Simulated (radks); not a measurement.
Fractional charge and spin in the 4d shell of rhodium: the spin-up occupation runs from 4 to 5 and the spin-down occupation from 2 to 3; the fullest corner is Rh, [Kr] 5s(up 0.5, down 0.5) 4d(up 5, down 3). Method: scalar-relativistic Kohn-Sham, r2SCAN, spin-polarised, spherical densities, finite nucleus; meta-GGA in the generalised Kohn-Sham scheme; Fermi nuclear charge, rms radius of each element as measured or else 0.836 A^(1/3) + 0.57 fm; computed with a radial shooting solver on a logarithmic mesh with Libxc functionals. Energy (eV) above the fullest corner. The planes named below are the two flat planes that join the four corners, with an edge along up + down = one added electron.

| down \ up | 4 | 4.25 | 4.5 | 4.75 | 5 |
|---|---|---|---|---|---|
| 2 | 34.222 | 26.999 | 20.574 | 14.927 | 10.033 |
| 2.25 | 27.504 | 21.130 | 15.531 | 10.682 | 6.557 |
| 2.5 | 21.561 | 16.012 | 11.212 | 7.133 | 3.747 |
| 2.75 | 16.373 | 11.623 | 7.592 | 4.253 | 1.573 |
| 3 | 11.917 | 7.937 | 4.645 | 2.012 | 0.000 |

Corners above the fullest one (they belong to Rh+ and the next ion): (up 5, down 2) 10.033 eV, (up 4, down 3) 11.917 eV, (up 4, down 2) 34.222 eV. With half an added electron in each spin the energy lies 0.237 eV from the planes, and with half an added electron in spin up alone -1.553 eV. The planes are only a guide here: the flat-plane condition holds for ground states with one frontier orbital, while this shell lies below other occupied shells, so the corners above the fullest one are inner-hole states and not the ground states of those ions.
